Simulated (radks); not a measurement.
Results of a calculation; reference values are marked as such.
Task: Ionisation of Nb, [Kr] 4d4 5s1, to Nb+, [Kr] 4d4, under several functionals. Scalar-relativistic Kohn-Sham, spin-polarised, spherical densities, finite nucleus; open shells are filled with parallel spins first (spin-orbit coupling, left out, can overturn this in heavy ions); a radial shooting solver on a logarithmic mesh with Libxc functionals. Known Delta-SCF values: exchange-only r2SCAN 6.727 eV. What does BP86 give, and what is its highest occupied eigenvalue?

Result: 7.321 eV by Delta-SCF; the 4d eigenvalue is -3.802 eV. NIST: 6.759 eV (measured).
